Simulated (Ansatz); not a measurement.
`B[SiH](F)[SeH]` and `B[SiH](F)OC` differ in one atom or group.

Ansatz, PBE0-D4/def2-TZVP geometries, multiplicity 1. Each molecule was computed in one conformer, which needn't be the lowest.

Scalar relativity is left out up to krypton.

```csv
property,`B[SiH](F)[SeH]`
HOMO–LUMO gap (ωB97M-V/def2-TZVPP) / eV,10.51
HOMO energy (PBE0/def2-TZVPP) / eV,-7.51
LUMO energy (ωB97M-V/def2-TZVPP) / eV,0.97
LUMO energy (B3LYP/def2-TZVPP) / eV,-1.00
HOMO energy (B3LYP/def2-TZVPP) / eV,-7.31
size of the dipole moment (PBE/def2-TZVPP) / D,1.05
```

(1) What does the change do to each property? (Estimate.)

Results:

(1) The calculation gave: 
| property | `B[SiH](F)OC` | shift |
| --- | --- | --- |
| HOMO–LUMO gap (ωB97M-V/def2-TZVPP) / eV | 9.94 | -0.57 |
| HOMO energy (PBE0/def2-TZVPP) / eV | -8.33 | -0.82 |
| LUMO energy (ωB97M-V/def2-TZVPP) / eV | -0.59 | -1.56 |
| LUMO energy (B3LYP/def2-TZVPP) / eV | -2.79 | -1.79 |
| HOMO energy (B3LYP/def2-TZVPP) / eV | -8.14 | -0.83 |
| size of the dipole moment (PBE/def2-TZVPP) / D | 1.43 | 0.38 |

With PBE0 the HOMO falls by 0.82 eV and the LUMO falls by 1.82 eV, so the gap narrows by about 1.00 eV. PBE moves the HOMO by -0.58 eV and ωB97M-V by -0.99 eV. Dipoles are sizes alone; their direction can turn.

B3LYP here is the variant with VWN-RPA as its local correlation; programs differ in this.

Spin–orbit coupling is left out; it splits and shifts lone-pair levels of the heavy atoms by tenths of an eV.
